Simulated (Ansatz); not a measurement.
```yaml
crystal:
  periodic: [false, false, false]
  atoms:
    - {symbol: C, position_ang: [-0.525852, 0.563667, -1.332486]}
    - {symbol: C, position_ang: [-0.040942, -0.052847, -0.012689]}
    - {symbol: C, position_ang: [1.432420, 0.387276, 0.157551]}
    - {symbol: C, position_ang: [-0.109563, -1.547648, -0.061681]}
    - {symbol: Al, position_ang: [-0.988014, 0.707969, 1.545313]}
    - {symbol: H, position_ang: [-0.489015, 1.670377, -1.279133]}
    - {symbol: H, position_ang: [0.072042, 0.244007, -2.178409]}
    - {symbol: H, position_ang: [-1.581832, 0.242592, -1.492539]}
    - {symbol: H, position_ang: [1.921004, -0.081698, 1.070494]}
    - {symbol: H, position_ang: [1.543009, 1.452326, 0.193096]}
    - {symbol: H, position_ang: [2.042995, 0.058024, -0.682067]}
    - {symbol: H, position_ang: [-1.123335, -1.907795, -0.178056]}
    - {symbol: H, position_ang: [0.224389, -2.008335, 0.848090]}
    - {symbol: H, position_ang: [0.446614, -1.936558, -0.900308]}
    - {symbol: H, position_ang: [-1.043471, 2.280793, 1.721127]}
    - {symbol: H, position_ang: [-1.843257, -0.200335, 2.591359]}
basis:
  gaussian: {orbitals: def2-mTZVPP}
total_charge: -1
magnetization: {spin_polarized: true, initial_magnetization: 1}
hamiltonian: {xc: {name: HF}}
correlation: {active_space: {window: {electrons: 6, orbitals: 2}}}
accuracy: high
```

```sh
$ ansatz run in.yaml --threads 4 --pin off --events-out ev --progress --plain --max-ram 10444MiB
```

Question: How does Ansatz answer? (An estimate is asked.)

Answer: Computed: The program refused the input.
```
Error: invalid value for `correlation.active_space`: it starts from restricted Hartree–Fock orbitals; set hamiltonian.xc: hf without magnetization.spin_polarized
```
